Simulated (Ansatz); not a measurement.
## H2 ··· Si2H6O

The pair of H2 (SMILES [H][H], atoms 1–2) and Si2H6O (SMILES [SiH3]O[SiH3], atoms 3–11), both closed shells, in one local arrangement (a lower one may exist), relaxed at PBE0-D4/def2-TZVP:

H1  (-0.799, 0.655, -2.350)
H2  (-1.027, 0.873, -3.027)
Si3  (-1.263, -0.593, 0.940)
O4  (0.049, -0.081, 0.110)
Si5  (1.646, 0.267, 0.181)
H6  (-1.093, -2.015, 1.338)
H7  (-2.447, -0.460, 0.058)
H8  (-1.451, 0.232, 2.162)
H9  (2.047, 0.858, -1.118)
H10  (2.428, -0.972, 0.430)
H11  (1.911, 1.236, 1.277)
(Å)

Program: Ansatz 0.2.0. Basis: def2-TZVPPD, with def2-QZVPPD for the basis limit. Cores are frozen in the correlated methods. B3LYP uses VWN-RPA correlation. Extrapolation: Hartree–Fock as exp(−7.88 √X), correlation as X^−2.97. Interaction energies count from these two fragments, frozen as in the pair, with the counterpoise correction; negative means bound.

Problem. What is the interaction energy by CCSD(T) at an estimated basis limit (MP2 extrapolated from triple and quadruple zeta, plus CCSD(T) − MP2 in triple zeta)? (An estimate is asked for; the value comes from the calculation.)

Solution. By the calculation: -0.60 kcal/mol. Hartree–Fock alone gives 0.29 kcal/mol at the basis limit, so without correlation the pair would not bind at this distance. It counts from the two fragments frozen as in the pair.

The same quantity by other methods in triple zeta, and each one's difference from that estimate:
```
   method  E_int (kcal/mol)  difference
   PBE-D4             -0.89       -0.30
revPBE-D4             -0.77       -0.17
  BLYP-D4             -0.56        0.04
r2SCAN-D4             -0.44        0.16
   B97M-V             -0.58        0.02
  PBE0-D4             -0.79       -0.19
 B3LYP-D4             -0.66       -0.06
 HSE06-D4             -0.79       -0.20
  wB97X-V             -0.63       -0.04
  wB97M-V             -0.57        0.03
   B2PLYP             -0.14        0.46
       HF              0.29        0.88
      MP2             -0.47        0.13
     CCSD             -0.42        0.18
  CCSD(T)             -0.52        0.07
```
Differences are method less estimate.

Problem. Which atoms make the shortest contact between the fragments?

Solution. H1 and O4, 2.70 Å apart.

Basis-set superposition shift (counterpoise-corrected less uncorrected): CCSD(T) 0.20; MP2 0.19; HF 0.03; PBE0-D4 0.03; wB97M-V 0.04 kcal/mol.

The T1 diagnostic stays at or below 0.012.

For scale, one of the runs: CCSD(T)/def2-TZVPPD, 272 basis functions, launched by `ansatz run in.yaml --threads 4 --pin off --events-out ev --progress --plain --max-ram 9574MiB`. Time: 98 s of wall clock on 4 CPU threads of an Arm Neoverse V1; the host was shared. Peak host memory: 6.7 GiB.
